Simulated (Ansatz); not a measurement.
Z-matrix (Å, degrees):
```
C
C 1 1.453
C 1 1.541 2 58.3
H 1 1.085 2 118.5 3 106.1
H 1 1.086 2 119.1 3 -106.6
C 2 1.315 1 148.6 3 179.3
Si 3 1.861 1 119.1 2 -108.1
H 3 1.088 1 115.4 2 106.4
H 6 1.085 2 121.2 1 -179.9
H 6 1.084 2 121.1 1 0.4
H 7 1.489 3 110.9 1 -89.9
H 7 1.487 3 111.0 1 149.7
H 7 1.487 3 108.3 1 29.8
```

Charge 0, multiplicity 1.

(1) List the CAM-B3LYP/def2-TZVPP orbital energies in eV (Ansatz). (Best estimate.)

Answers

(1) Ansatz gave: Occupied: -1800.75, -279.40, -279.23, -278.98, -278.71, -145.34, -100.67, -100.66, -100.66, -26.09, -21.89, -18.97, -17.10, -16.12, -14.91, -14.15, -13.72, -11.46, -11.37, -10.94, -10.03, -9.70, -8.75. Lowest empty: 1.06, 1.71, 2.29, 2.44, 2.83, 3.19, 3.42, 3.51.
